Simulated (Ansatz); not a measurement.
`P[TeH]`, charge 0, multiplicity 1.

Give a relaxed structure at PBE0-D4/def2-TZVP (Ansatz). (An estimate is asked.)

The calculation gave: 
Cartesian coordinates in Å:
```
P 0.0345 -0.0797 -0.9333
Te 0.0103 0.2566 1.5117
H -1.3349 -0.4343 -1.0492
H 0.4608 -1.4329 -0.8954
H 0.8293 1.6904 1.3663
```
Point group Cs.
